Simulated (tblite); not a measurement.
A tight-binding relaxation on `CCC[N](C)[AlH][O]C`.

Computed with GFN2-xTB geometry optimisation, gas phase (tblite 0.8.0). Start geometry: from a force field or distance geometry. The command runs a driver script over a list of jobs; the input below is this job's line of settings and its coordinates in Å.

Command:
```bash
OMP_NUM_THREADS=1 python probes_run.py task.json out
```

Input:
```
{"job": {"kind": "relax", "xc": "GFN2-xTB", "basis": "xTB"}, "charge": 0, "multiplicity": 1}
C     -3.356200     0.668100     0.313300
C     -2.324100    -0.410200     0.579700
C     -1.002100     0.138300     0.145700
N      0.126800    -0.733800     0.311100
C      0.094100    -1.905300    -0.530900
Al     1.643400     0.374000    -0.097100
O      3.206100     0.332200     0.858900
C      4.154400     1.052300     0.098700
H     -2.876700     1.399400    -0.344800
H     -3.721500     1.139500     1.250200
H     -4.220700     0.240100    -0.251400
H     -2.382400    -0.783900     1.616200
H     -2.592200    -1.224000    -0.130400
H     -0.823300     1.060600     0.741000
H     -1.011700     0.504700    -0.906800
H      1.060900    -2.455500    -0.348300
H      0.035000    -1.692900    -1.603500
H     -0.691400    -2.619600    -0.270400
H      1.607500     1.225800    -1.445800
H      3.758800     2.092300     0.062000
H      5.168700     0.981200     0.502400
H      4.136100     0.636100    -0.951300
```

Output:
```
step      E/eV     max force
  0    -705.23025    2.067
  1    -705.52822    1.543
  2    -705.72733    0.766
  3    -705.79586    0.726
  4    -705.88567    0.591
  5    -705.92286    0.443
  6    -705.95132    0.317
  7    -705.96643    0.286
  8    -705.98085    0.296
  9    -705.99159    0.228
... (130 lines left out)
140    -707.10221    0.018
141    -707.10228    0.015
142    -707.10234    0.018
143    -707.10240    0.019
144    -707.10245    0.019
145    -707.10250    0.018
146    -707.10255    0.016
147    -707.10260    0.016
148    -707.10264    0.011
149    -707.10266    0.008
```

«max force» is the largest atomic force in eV/Å.

Question: From which step on does the largest force stay under 0.1 eV/Å, and how much energy is left to gain from there?

Answer: From step 102 (0.092 eV/Å), 21.3 meV above the end.

Main results: energy lowered by 43.2 kcal/mol over 149 steps; largest atomic force 0.008 eV/Å at the end.

On one thread of an Arm Neoverse N1, shared host with 64 logical CPUs at a one-minute load of 60, this took 2.2 s.
Labels such as C1 count atoms from 1, the log's own numbers from 0.
